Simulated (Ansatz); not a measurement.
`[SiH3]B1CO1` → `B[SiH]1CO1`  (isomerisation)

Isolated molecules relaxed with PBE0-D4/def2-TZVP in Ansatz; ΔE leaves out vibrations. CCSD(T)/CBS is the MP2 limit (def2-TZVPP, def2-QZVPP) plus CCSD(T) − MP2 in def2-TZVPP, frozen cores. Functionals use def2-TZVPP.

`[SiH3]B1CO1`:

Z-matrix (Å, degrees):
```
Si
B 1 1.997
H 1 1.488 2 108.8
H 1 1.487 2 108.8 3 117.9
H 1 1.486 2 112.3 3 -121.0
C 2 1.520 1 158.1 3 -59.0
O 2 1.332 1 139.4 3 121.0
H 6 1.086 2 122.1 1 84.5
H 6 1.086 2 122.1 1 -84.6
```

`B[SiH]1CO1`:

Cartesian coordinates in Å:
```
B 1.664 0.635 0.238
Si 0.035 -0.438 0.549
C -1.336 -0.221 -0.653
O -1.449 0.350 0.660
H 1.563 1.798 -0.010
H 2.747 0.131 0.211
H 0.081 -1.714 1.301
H -1.291 0.512 -1.456
H -2.014 -1.053 -0.839
```

```
  level  ΔE (kcal/mol)
PBE0-D4           23.1
r2SCAN0           22.6
```

(1) What does CCSD(T)/CBS give? (Best estimate.)

(2) What do rigid-rotor, harmonic-oscillator terms from PBE0-D4/def2-TZVP frequencies (298.15 K, 1 bar) make of the CCSD(T)/CBS value? (Estimate.)

Largest T1 diagnostic among the species: 0.018.

Answers

(1) Computed: +22.5 kcal/mol. The listed levels differ from it by 0.6, 0.1 kcal/mol.

(2) The calculation gave: ΔZPE = +0.3 kcal/mol, ΔH = +22.7 kcal/mol, ΔS = -9 J/(mol·K), ΔG = +23.3 kcal/mol.

Leaving LDA and LC-ωPBE aside and taking each functional with its dispersion term where it has one, the values, not all of them listed here, spread over 2.1 kcal/mol, from r2SCAN-D4 to CAM-B3LYP-D4. LDA lies +0.8 kcal/mol from PBE without D4. From r2SCAN to r2SCAN0 (25 % exact exchange), in def2-TZVPP and without D4, ΔE moves by +0.7 kcal/mol. At CCSD(T), def2-SVP lies +9.7 kcal/mol from the extrapolated value and def2-TZVPP +0.9 kcal/mol.
